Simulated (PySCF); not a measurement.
C5H5, SMILES [C]1C=CCC=1, multiplicity 2. Atoms are numbered in the order given.

```xyz
10

C     -1.2552     0.0386     0.0000
C     -0.5136     1.1526     0.0000
C      0.9205     0.6898     0.0000
C      0.8288    -0.8071     0.0000
C     -0.4707    -1.1828     0.0000
H     -0.8339     2.1942     0.0000
H      1.4710     1.0637    -0.8836
H      1.4710     1.0637     0.8836
H      1.6965    -1.4694     0.0000
H     -0.8635    -2.1998     0.0000
```
Charge 0, spin multiplicity 2.

Coordinates come from a PBE0-D3(BJ)/def2-SVP optimisation. The isomer is the one that the SMILES or the coordinates give; other isomers of the formula were not compared. The values are those of a single conformer.

These are PBE/pcH-1 (PySCF) values and carry that method's errors.

Unrestricted Kohn–Sham, ⟨S²⟩ = 0.758. Hyperfine tensors hold the contact and dipolar terms, without spin-orbit corrections.

Computed hyperfine couplings:
```json
[
 {"nucleus": "13C no. 1", "A(iso) (MHz)": "404.4", "A(iso) (G)": "144.3", "dipolar principal values (MHz)": "-77.0, -59.9, 136.9"},
 {"nucleus": "13C no. 2", "A(iso) (MHz)": "26.3", "A(iso) (G)": "9.4", "dipolar principal values (MHz)": "-21.0, 0.9, 20.0"},
 {"nucleus": "13C no. 3", "A(iso) (MHz)": "66.8", "A(iso) (G)": "23.8", "dipolar principal values (MHz)": "-6.9, -5.6, 12.4"},
 {"nucleus": "13C no. 4", "A(iso) (MHz)": "54.1", "A(iso) (G)": "19.3", "dipolar principal values (MHz)": "-3.8, -0.3, 4.1"},
 {"nucleus": "13C no. 5", "A(iso) (MHz)": "46.0", "A(iso) (G)": "16.4", "dipolar principal values (MHz)": "-9.7, -4.7, 14.4"},
 {"nucleus": "1H no. 6", "A(iso) (MHz)": "33.0", "A(iso) (G)": "11.8", "dipolar principal values (MHz)": "-6.4, -4.7, 11.1"},
 {"nucleus": "1H no. 7", "A(iso) (MHz)": "-2.4", "A(iso) (G)": "-0.9", "dipolar principal values (MHz)": "-3.8, -1.4, 5.2"},
 {"nucleus": "1H no. 8", "A(iso) (MHz)": "-2.4", "A(iso) (G)": "-0.9", "dipolar principal values (MHz)": "-3.8, -1.4, 5.2"},
 {"nucleus": "1H no. 9", "A(iso) (MHz)": "13.1", "A(iso) (G)": "4.7", "dipolar principal values (MHz)": "-2.8, -2.0, 4.8"},
 {"nucleus": "1H no. 10", "A(iso) (MHz)": "9.2", "A(iso) (G)": "3.3", "dipolar principal values (MHz)": "-6.3, -5.1, 11.4"}
]
```
